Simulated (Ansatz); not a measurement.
A run for Ansatz (a quantum-chemistry and plane-wave program): R-RI-MP2/def2-QZVPP on AlH3OSe (SMILES [OH][AlH][SeH]), a point of a torsion scan. Files ending in .json are basis or fitting sets from the Basis Set Exchange. The run froze 20 orbitals, filled d shells among them.

Ansatz 0.2 input:
```yaml
crystal:
  periodic: [false, false, false]
  atoms:
    - {symbol: O, position_ang: [-1.50375590, -0.31061933, -0.12257709]}
    - {symbol: Al, position_ang: [-0.23733324, 0.29413571, 0.71680834]}
    - {symbol: Se, position_ang: [-0.51148862, 1.38196662, 2.73734107]}
    - {symbol: H, position_ang: [-2.22451140, -0.65689846, -0.63110401]}
    - {symbol: H, position_ang: [1.15576756, 0.12718567, 0.13943452]}
    - {symbol: H, position_ang: [0.90379234, 1.61592110, 2.87660509]}
basis:
  gaussian:
    orbitals: def2-QZVPP.json
    fitting: {mean_field: def2-universal-JKFIT, correlation: def2-QZVPP-RIFIT.json}
magnetization: {spin_polarized: false}
correlation: {method: mp2, electrons: outside_noble_gas}
scf: {lower_state_search: off}
```

Output:

```
WARN ansatz: RAYON_NUM_THREADS=1 ignored (pool sized by the plan → 1); use --threads N
Functional definition: HF
these checks for a lower state are left out or cut short: stability, starts, cluster_reference, orbital_swaps, neighbouring_geometries, increment
integrals: 0.39 GiB planned
525 factors; integrals over basis functions are off by at most 2.8e0 eV
mean field: 0.63 GiB planned
mean field evaluation 1: about -73972.8308 eV, gradient 4.2e1 eV
mean field evaluation 2: about -73974.8068 eV, gradient 2.9e1 eV
mean field evaluation 4: about -73976.1299 eV, gradient 6.0e-1 eV
mean field -73976.13176933 eV, -2718.5726996998 hartree, gradient 2.0e-6 eV, S^2 0.000000; 0 other end points of the search recorded, 0 dependent functions left out
20 core orbitals not correlated
774 factors; their error is unknown
reference -73976.13176933 eV, -2718.5726996998 hartree; 9, 9 occupied and 277, 277 virtual orbitals, 774 factors
second order -14.01177913 eV of doubles, -0.00000000 eV of singles
Total energy: -73990.14354846 eV, -2719.0876230853 hartree
Checks for a lower state left out: stability, starts, cluster_reference, orbital_swaps, neighbouring_geometries, increment
```

Self-consistency was reached.

Cost: about 4 core-seconds (a rough figure).
